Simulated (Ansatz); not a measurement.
Spin states of Li3Se⁺ (the lowest singlet isomer of a short search), each relaxed with r2SCAN-D4/def2-TZVP in Ansatz. Electronic energies in the gas phase.

B3LYP takes the VWN-RPA correlation. Correlated methods freeze 9 core orbitals; core or outer-core shells of Li, Se are correlated, in sets that lack core-valence functions. The structure comes from a short search, and lower isomers may exist.

Singlet geometry (D3h within 0.1 Å):

| atom | x (Å) | y (Å) | z (Å) |
| --- | --- | --- | --- |
| Li1 | -0.516 | 0.640 | 2.142 |
| Li2 | 0.352 | 1.589 | -1.617 |
| Li3 | 0.176 | -2.228 | -0.522 |
| Se4 | -0.012 | -0.001 | -0.003 |

Triplet geometry:

Cartesian coordinates in Å:
```
Li 0.127 1.860 1.243
Li -0.875 1.487 -1.442
Li 0.625 -2.860 0.177
Se 0.124 -0.487 0.022
```

Quintet geometry:

```tsv
atom	x (Å)	y (Å)	z (Å)
Li1	1.067	0.892	-3.002
Li2	-0.015	0.014	0.014
Li3	0.631	-2.704	1.810
Se4	-1.684	1.798	1.178
```

⟨S²⟩: triplet 2.00 at PBE0-D4/def2-TZVP (pure 2.00), quintet 6.00 at PBE0-D4/def2-TZVP (pure 6.00).

Only these spin states were relaxed. The triplet has other bonds than the singlet, so the gap mixes isomer and spin. The quintet has other bonds than the singlet, so the gap mixes isomer and spin.

```csv
level,triplet − singlet (kcal/mol),quintet − singlet (kcal/mol),lowest of these
HF/def2-TZVP,53.7,106.6,singlet
PBE-D4/def2-TZVP,71.2,148.6,singlet
r2SCAN-D4/def2-TZVP,73.6,151.7,singlet
B3LYP-D4/def2-TZVP,72.8,150.6,singlet
PBE-QIDH/def2-TZVP,74.0,150.4,singlet
RPA@PBE/def2-TZVP,69.6,141.4,singlet
MP2/def2-TZVP,75.4,149.3,singlet
CCSD(T)/def2-TZVPP,72.4,147.0,singlet
```
